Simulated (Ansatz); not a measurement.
The same path of a periodic cell of 28 atoms, Li (surface Li(110), adsorbate Li) was run twice with different band settings. Lost on the way: Li12–Li26.

Computed with DFT PBEsol, scalar-relativistic, plane waves, PAW in Ansatz 0.2.0. Settings: cutoff 420 eV, k mesh 2x2x1, gaussian smearing 0.1 eV, no spin polarisation.

Relaxed end points:

```xyz
28
Lattice="10.4700 0.0000 0.0000 5.2350 7.4034 0.0000 0.0000 0.0000 17.9356" Properties=species:S:1:pos:R:3
Li 0.000 0.000 1.000
Li 3.490 0.000 1.000
Li 6.980 0.000 1.000
Li 1.745 2.468 1.000
Li 5.235 2.468 1.000
Li 8.725 2.468 1.000
Li 3.490 4.936 1.000
Li 6.980 4.936 1.000
Li 10.470 4.936 1.000
Li -0.039 2.811 3.314
Li 3.518 2.808 3.400
Li 7.000 2.800 3.286
Li 1.742 5.285 3.323
Li 5.224 5.325 3.269
Li 8.737 5.375 3.207
Li 3.488 7.733 3.421
Li 6.958 7.792 3.375
Li 10.501 7.775 3.389
Li 0.077 -0.207 5.819
Li 3.476 -0.163 5.752
Li 6.938 -0.245 5.812
Li 1.679 2.367 5.789
Li 5.352 2.340 5.823
Li 8.698 2.310 5.746
Li 3.541 4.762 5.666
Li 7.027 4.786 5.400
Li 10.356 4.777 5.538
Li 8.461 4.734 7.848
```

```xyz
28
Lattice="10.4700 0.0000 0.0000 5.2350 7.4034 0.0000 0.0000 0.0000 17.9356" Properties=species:S:1:pos:R:3
Li 0.000 0.000 1.000
Li 3.490 0.000 1.000
Li 6.980 0.000 1.000
Li 1.745 2.468 1.000
Li 5.235 2.468 1.000
Li 8.725 2.468 1.000
Li 3.490 4.936 1.000
Li 6.980 4.936 1.000
Li 10.470 4.936 1.000
Li -0.009 2.016 3.381
Li 3.490 1.991 3.407
Li 6.989 2.016 3.381
Li 1.767 4.435 3.283
Li 5.213 4.435 3.283
Li 8.725 4.463 3.233
Li 3.490 6.941 3.388
Li 6.943 6.984 3.304
Li 10.507 6.984 3.304
Li 0.046 -0.037 5.798
Li 3.490 -0.088 5.705
Li 6.934 -0.037 5.798
Li 1.722 2.467 5.800
Li 5.258 2.467 5.800
Li 8.725 2.534 5.774
Li 3.490 4.911 5.655
Li 6.993 4.906 5.493
Li 10.457 4.906 5.493
Li 8.725 5.080 7.854
```

Common settings: movable images 3; climbing image yes; force threshold 0.05 eV/Å; end points relaxed; atoms held 1 to 9.

| run | spring | optimiser | start path | iteration limit |
| --- | --- | --- | --- | --- |
| 1 | 5.0 eV/Å² | quadratic models (default) | straight line | 80 |
| 2 | 0.1 eV/Å² | fire | default | 50 |

Question: What does each run give, and how far can it be trusted?

Answer: Run 1: converged after 1 iterations, highest image 0.059 eV above the first end. By the program's own check the climbing image is of a kind that is not told: the force calls were inconclusive, a negative curvature could not be distinguished from the path's own, the only one lies far off the path, or fixed occupations may fill a level only in part (lowest curvatures found: -0.20 and -0.02 eV/Å²).
Run 2: converged after 1 iterations, highest image 0.059 eV above the first end. The order of the point at the top wasn't checked.
Limits of this set-up: coarse k mesh, thin slab, slab without dipole correction, a typed lattice constant that wasn't relaxed here.
